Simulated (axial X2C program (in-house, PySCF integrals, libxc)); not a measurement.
## How the levels of HReH (d5 s0 p(π)0 orbitals) move with the bond length

Computed with an in-house all-electron X2C program for linear molecules (integrals from PySCF): two-component X2C with atomic mean-field Coulomb and Gaunt terms, basis H dyall-v3z, Re dyall-v3z (cores contracted in-house). Orbitals come from Hartree–Fock averaged over the configuration Re d5 s0 p(π)0; CI then distributes these electrons over the d, s, p(π) shells of Re.

At H–Re–H held linear, both bonds 1.786 Å:

```tsv
Ω	energy (cm⁻¹)	g∥	configuration
1/2	0	1.99	100% d5
3/2	47	5.96	100% d5
5/2	108	9.93	100% d5
1/2	16284	0.82	100% d5
3/2	16835	2.51	100% d5
5/2	16947	6.56	100% d5
1/2	17785	1.89	100% d5
7/2	18168	9.80	100% d5
3/2	18558	5.71	100% d5
5/2	18676	7.35	100% d5
1/2	18820	2.56	100% d5
3/2	18896	3.85	100% d5
5/2	21109	3.98	100% d5
7/2	21201	8.33	100% d5
```

g∥ is the magnitude of 2⟨Lz + ge Sz⟩ for the +Ω component. The lowest 14 levels at most are listed.

At H–Re–H held linear, both bonds 1.857 Å:

```
  Ω  energy (cm⁻¹)    g∥  configuration
1/2              0  1.99        100% d5
3/2             43  5.96        100% d5
5/2             97  9.93        100% d5
1/2          16414  0.77        100% d5
3/2          16934  2.53        100% d5
5/2          16939  6.57        100% d5
1/2          17895  1.82        100% d5
7/2          18163  9.80        100% d5
3/2          18615  5.69        100% d5
5/2          18719  7.33        100% d5
1/2          18933  2.81        100% d5
3/2          18973  3.85        100% d5
5/2          21129  3.99        100% d5
7/2          21177  8.37        100% d5
```

The lowest level lies 441 cm⁻¹ above the lowest at the first distance.

(1) How does the gap from the lowest to the fifth level change between the two distances?

There is no dynamic correlation: spin–orbit spacings and, for f shells, spacings inside one term are the most reliable numbers, splittings between terms come out too wide, and energies between configurations are not reliable, so the lowest level need not be the ground state of the molecule. For d shells the ligand-field splittings (σ, π, δ) and their order can be off by a thousand cm⁻¹ or more. At most 4 roots were kept for each Ω > 0 (twice that for Ω = 0) within 3.2 eV of the lowest, so higher up levels can be missing between those listed; levels with Ω > 0 are doubly degenerate and listed once, Ω = 0 levels singly. Some active spinors are only partly of the character that their shell is named for, so the shell names and counts are nominal. States that fill the shells left empty in the average are placed too high. The molecule was held linear; bending was not examined.

Answers

(1) From 16835 to 16934 cm⁻¹, a factor of 1.01.
